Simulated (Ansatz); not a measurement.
`CCC(C)(CC(C)(CC(C)(C)C(=O)OCc1ccccc1)C(=O)OC)C(=O)OC1CCOC1=O`. Charge 0, multiplicity 1. Geometry PBE-D4/def2-SVP.

```xyz
70

C    -3.228   -2.964   -1.569
C    -3.893   -1.791   -0.851
C    -3.036   -0.494   -0.629
C    -3.890    0.475    0.206
C    -1.703   -0.882    0.053
C    -0.755    0.231    0.607
C    -0.478    1.322   -0.435
C     0.529   -0.555    1.030
C     1.795    0.165    1.586
C     2.640    0.856    0.488
C     1.488    1.150    2.723
C     2.698   -0.945    2.159
O     3.171   -0.961    3.281
O     2.934   -1.908    1.232
C     3.851   -2.967    1.615
C     5.278   -2.585    1.313
C     5.824   -2.832    0.038
C     7.138   -2.445   -0.264
C     7.921   -1.805    0.710
C     7.385   -1.553    1.983
C     6.070   -1.939    2.284
C    -1.399    0.780    1.889
O    -1.740    0.088    2.832
O    -1.563    2.129    1.875
C    -2.156    2.680    3.058
C    -2.747    0.037   -2.034
O    -1.876   -0.376   -2.777
O    -3.643    0.996   -2.413
C    -3.525    1.474   -3.769
C    -2.780    2.801   -3.835
C    -3.897    3.808   -3.527
O    -5.100    3.212   -4.054
C    -4.958    1.858   -4.187
O    -5.847    1.132   -4.552
H    -2.843   -2.677   -2.568
H    -2.378   -3.380   -0.991
H    -3.960   -3.784   -1.711
H    -4.232   -2.112    0.158
H    -4.812   -1.488   -1.399
H    -4.886    0.618   -0.254
H    -3.423    1.473    0.305
H    -4.032    0.059    1.223
H    -1.116   -1.468   -0.680
H    -1.939   -1.558    0.901
H     0.152    2.129   -0.020
H     0.024    0.890   -1.321
H    -1.415    1.805   -0.773
H     0.846   -1.157    0.156
H     0.191   -1.281    1.799
H     3.625    1.161    0.898
H     2.143    1.769    0.110
H     2.824    0.175   -0.365
H     0.925    2.022    2.342
H     0.898    0.668    3.525
H     2.429    1.514    3.177
H     3.534   -3.838    1.011
H     3.712   -3.185    2.692
H     5.210   -3.337   -0.726
H     7.555   -2.647   -1.263
H     8.954   -1.503    0.476
H     7.996   -1.052    2.749
H     5.636   -1.729    3.273
H    -1.529    2.464    3.947
H    -3.163    2.250    3.229
H    -2.223    3.770    2.887
H    -3.099    0.674   -4.402
H    -2.400    2.950   -4.867
H    -1.921    2.854   -3.139
H    -3.764    4.794   -4.012
H    -4.027    3.961   -2.434
```

Single mean-field runs in def2-SVP, def2-mTZVP are fitted with def2-universal-jkfit.

(1) Estimate the orbital energies around the gap (eV) in Ansatz with BLYP-D4/def2-SVP, r2SCAN-D4/def2-SVP, r2SCAN-D4/def2-mTZVP, PBE0-D4/def2-SVP, BHLYP-D4/def2-SVP.

Results:

(1) 
```json
{"orbital": "HOMO−9", "BLYP-D4/def2-SVP": "-7.21", "r2SCAN-D4/def2-SVP": "-7.68", "r2SCAN-D4/def2-mTZVP": "-7.75", "PBE0-D4/def2-SVP": "-8.80", "BHLYP-D4/def2-SVP": "-10.25"}
{"orbital": "HOMO−8", "BLYP-D4/def2-SVP": "-7.07", "r2SCAN-D4/def2-SVP": "-7.59", "r2SCAN-D4/def2-mTZVP": "-7.69", "PBE0-D4/def2-SVP": "-8.75", "BHLYP-D4/def2-SVP": "-10.18"}
{"orbital": "HOMO−7", "BLYP-D4/def2-SVP": "-7.02", "r2SCAN-D4/def2-SVP": "-7.58", "r2SCAN-D4/def2-mTZVP": "-7.65", "PBE0-D4/def2-SVP": "-8.74", "BHLYP-D4/def2-SVP": "-10.11"}
{"orbital": "HOMO−6", "BLYP-D4/def2-SVP": "-6.92", "r2SCAN-D4/def2-SVP": "-7.47", "r2SCAN-D4/def2-mTZVP": "-7.52", "PBE0-D4/def2-SVP": "-8.64", "BHLYP-D4/def2-SVP": "-10.07"}
{"orbital": "HOMO−5", "BLYP-D4/def2-SVP": "-6.31", "r2SCAN-D4/def2-SVP": "-6.88", "r2SCAN-D4/def2-mTZVP": "-6.97", "PBE0-D4/def2-SVP": "-8.16", "BHLYP-D4/def2-SVP": "-9.76"}
{"orbital": "HOMO−4", "BLYP-D4/def2-SVP": "-6.15", "r2SCAN-D4/def2-SVP": "-6.67", "r2SCAN-D4/def2-mTZVP": "-6.77", "PBE0-D4/def2-SVP": "-7.95", "BHLYP-D4/def2-SVP": "-9.53"}
{"orbital": "HOMO−3", "BLYP-D4/def2-SVP": "-6.09", "r2SCAN-D4/def2-SVP": "-6.64", "r2SCAN-D4/def2-mTZVP": "-6.73", "PBE0-D4/def2-SVP": "-7.90", "BHLYP-D4/def2-SVP": "-9.46"}
{"orbital": "HOMO−2", "BLYP-D4/def2-SVP": "-6.09", "r2SCAN-D4/def2-SVP": "-6.60", "r2SCAN-D4/def2-mTZVP": "-6.65", "PBE0-D4/def2-SVP": "-7.77", "BHLYP-D4/def2-SVP": "-9.28"}
{"orbital": "HOMO−1", "BLYP-D4/def2-SVP": "-6.06", "r2SCAN-D4/def2-SVP": "-6.57", "r2SCAN-D4/def2-mTZVP": "-6.55", "PBE0-D4/def2-SVP": "-7.36", "BHLYP-D4/def2-SVP": "-8.12"}
{"orbital": "HOMO", "BLYP-D4/def2-SVP": "-5.83", "r2SCAN-D4/def2-SVP": "-6.35", "r2SCAN-D4/def2-mTZVP": "-6.37", "PBE0-D4/def2-SVP": "-7.26", "BHLYP-D4/def2-SVP": "-8.06"}
{"orbital": "LUMO", "BLYP-D4/def2-SVP": "-1.25", "r2SCAN-D4/def2-SVP": "-1.30", "r2SCAN-D4/def2-mTZVP": "-1.46", "PBE0-D4/def2-SVP": "-0.52", "BHLYP-D4/def2-SVP": "0.59"}
{"orbital": "LUMO+1", "BLYP-D4/def2-SVP": "-1.20", "r2SCAN-D4/def2-SVP": "-1.30", "r2SCAN-D4/def2-mTZVP": "-1.32", "PBE0-D4/def2-SVP": "-0.39", "BHLYP-D4/def2-SVP": "0.83"}
{"orbital": "LUMO+2", "BLYP-D4/def2-SVP": "-0.98", "r2SCAN-D4/def2-SVP": "-1.07", "r2SCAN-D4/def2-mTZVP": "-1.09", "PBE0-D4/def2-SVP": "-0.28", "BHLYP-D4/def2-SVP": "0.86"}
{"orbital": "LUMO+3", "BLYP-D4/def2-SVP": "-0.95", "r2SCAN-D4/def2-SVP": "-0.96", "r2SCAN-D4/def2-mTZVP": "-1.07", "PBE0-D4/def2-SVP": "-0.06", "BHLYP-D4/def2-SVP": "1.17"}
{"orbital": "LUMO+4", "BLYP-D4/def2-SVP": "-0.83", "r2SCAN-D4/def2-SVP": "-0.83", "r2SCAN-D4/def2-mTZVP": "-0.95", "PBE0-D4/def2-SVP": "0.08", "BHLYP-D4/def2-SVP": "1.33"}
{"orbital": "LUMO+5", "BLYP-D4/def2-SVP": "-0.60", "r2SCAN-D4/def2-SVP": "-0.58", "r2SCAN-D4/def2-mTZVP": "-0.69", "PBE0-D4/def2-SVP": "0.33", "BHLYP-D4/def2-SVP": "1.61"}
```
